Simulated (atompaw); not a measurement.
# Reading a pseudo-wave (nitrogen (N))

Columns: radius, all-electron u(r) and pseudo u(r) of the 2p shell (level -7.24 eV) of nitrogen in the configuration [He] 2s2 2p3; LDA (PW92), scalar-relativistic, PAW (atompaw) scheme, atompaw 4.2.0.5.

```tsv
r (bohr)	all-electron	pseudo
0.096	0.0683	0.0058
0.192	0.2030	0.0230
0.288	0.3463	0.0508
0.385	0.4758	0.0884
0.481	0.5802	0.1334
0.577	0.6599	0.1843
0.673	0.7166	0.2389
0.769	0.7531	0.2949
0.865	0.7728	0.3502
0.962	0.7790	0.4032
1.058	0.7746	0.4508
1.154	0.7621	0.4920
1.250	0.7436	0.5258
1.346	0.7207	0.5512
1.442	0.6949	0.5680
1.538	0.6671	0.5762
1.635	0.6379	0.5762
1.731	0.6084	0.5690
1.827	0.5788	0.5555
1.923	0.5495	0.5370
2.019	0.5207	0.5150
2.115	0.4927	0.4906
2.212	0.4653	0.4648
2.308	0.4391	0.4391
2.404	0.4140	0.4140
2.500	0.3899	0.3899
```

Problem. How many radial nodes do the two functions have?

Solution. The all-electron 2p function has n − l − 1 = 0; the pseudo-wave has 0.

Problem. Where does each function peak?

Solution. Outermost all-electron maximum near 0.96 bohr, pseudo maximum near 1.54 bohr (to the table’s step).

Problem. Is the pseudo-wave norm-conserving?

Solution. No, it belongs to a PAW set: the norm inside the radius is not constrained, and the difference is carried by the augmentation charge.
